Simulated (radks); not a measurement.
Values are calculated unless marked as measured or tabulated.
Coulomb parameter of the 5d shell of the platinum ion Pt2+ in the model configuration [Xe] 4f14 5d7 6s1, as a second difference U = [E(n + 0.5) + E(n - 0.5) - 2 E(n)] / (0.5)^2 with all orbitals relaxed. "Bare": the charge of the atom changes with n. "Screened": the 6s shell takes up the change at fixed total charge, which measures U(5d,5d) + U(6s,6s) - 2 U(5d,6s). Level of theory: scalar-relativistic Kohn-Sham, PBE, spin-unpolarised, spherical densities, finite nucleus; Fermi nuclear charge, rms radius 5.427 fm (a radial shooting solver on a logarithmic mesh with Libxc functionals).

\begin{tabular}{lrr}
case & configuration & E - E(n) (eV) \\ \hline
start & [Xe] 4f14 5d7 6s1 & 0.000 \\
bare +0.5 & [Xe] 4f14 5d7.5 6s1 & -12.670 \\
bare -0.5 & [Xe] 4f14 5d6.5 6s1 & 15.816 \\
screened +0.5 & [Xe] 4f14 5d7.5 6s0.5 & -2.340 \\
screened -0.5 & [Xe] 4f14 5d6.5 6s1.5 & 2.659 \\
\end{tabular}

U(bare) = 12.585 eV, U(screened by 6s) = 1.278 eV, against the Slater integral F0(5d,5d) = 16.216 eV with frozen orbitals.
